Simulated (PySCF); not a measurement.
# State search for KF

Unrestricted PBE0; basis K x2c-TZVPPall, F x2c-TZVPPall; spin-free X2C with a Gaussian nucleus; PySCF 2.14. Outer shells of the fragments: K 4s1; F 2s2 2p5.

Followed along the bond (rough minima from three points):

```
2Ms+1  unpaired  ⟨S²⟩ at the start  R at minimum (Å)  Te (eV)
    1      none               0.00              2.19     0.00
    3  σ ↑, π ↑               2.00  none in the scan   ≤ 4.79
```

Solutions found at the starting distance of 2.560 Å, counted from the lowest of them; the search is not exhaustive and high or unbound solutions are not listed, so other states can lie among these:

```tsv
2Ms+1	unpaired	term	E (eV)	⟨S²⟩	⟨Lz²⟩	μ (D)
1	none	¹Σ⁺	0.00	0.00	0.00	-10.36
3	σ ↑, π ↑	³Π	4.50	2.00	1.00	1.56
1	σ ↑, π ↓	mixed	4.52	1.00	1.00	1.72
3	σ ↑↑	³Σ⁺	4.61	2.00	0.00	1.71
3	π ↑↑	mixed	5.98	2.00	2.00	0.26
3	π ↑↑	mixed	6.03	2.00	2.00	0.67
3	σ ↑, π ↑	³Π	6.15	2.00	1.00	0.72
```

A term symbol is given only where ⟨S²⟩ and ⟨Lz²⟩ are close to those of a pure state; real π, δ and φ orbitals otherwise mix terms. A positive dipole means K(−)F(+).

Counting both spins, an empty level lies below a filled one in some of these solutions, because spin and occupation are held.
